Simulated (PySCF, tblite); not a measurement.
Isomers of C8H17Cl, one GFN2-xTB conformer each. Single-point energies are computed at PBE0/pcSseg-1 (PySCF, gas phase, no added dispersion term), electronic only.

Question: Rank them by PBE0/pcSseg-1 energy, lowest first (kJ/mol).
A. `[CH3:1][CH2:2][C@@H:3]([CH3:4])[C@@:5]([CH3:6])([Cl:7])[CH2:8][CH3:9]` with C1–C2–C3–C4 80°, C2–C3–C5–C6 -56°, C3–C5–C8–C9 -173°
B. `[CH3:1][CH2:2][C@@H:3]([CH3:4])[C@@H:5]([Cl:6])[CH:7]([CH3:8])[CH3:9]` with C1–C2–C3–C4 64°, C2–C3–C5–Cl6 -62°, C3–C5–C7–C8 173°

Answer: A (0.0), B (0.3).

Neighbours under 10 kJ/mol apart (CC[C@@H](C)[C@@](C)(Cl)CC and CC[C@@H](C)[C@@H](Cl)C(C)C) can change places with a better method, another conformer or zero-point energy. GFN2-xTB itself gives, in the same order: 0.0, 2.1. Both levels put the same isomer lowest.

Which frontier levels, dipoles and rotational constants go with these structures?

```json
{"SMILES": "CC[C@@H](C)[C@@](C)(Cl)CC", "HOMO (eV, PBE0/pcSseg-1)": "-8.09", "LUMO (eV)": "1.04", "dipole (D)": "2.08", "A, B, C (MHz)": "1928, 934.5, 768.6"}
{"SMILES": "CC[C@@H](C)[C@@H](Cl)C(C)C", "HOMO (eV, PBE0/pcSseg-1)": "-8.09", "LUMO (eV)": "1.11", "dipole (D)": "2.04", "A, B, C (MHz)": "1627, 970.4, 745.1"}
```

What happens when harmonic zero-point energies from GFN2-xTB frequencies are added?

```csv
SMILES,ZPE (kJ/mol),electronic (kJ/mol),with ZPE (kJ/mol)
CC[C@@H](C)[C@@](C)(Cl)CC,612.9,0.0,0.0
CC[C@@H](C)[C@@H](Cl)C(C)C,613.4,0.3,0.8
```

The zero-point energies span 0.5 kJ/mol. The order is unchanged.
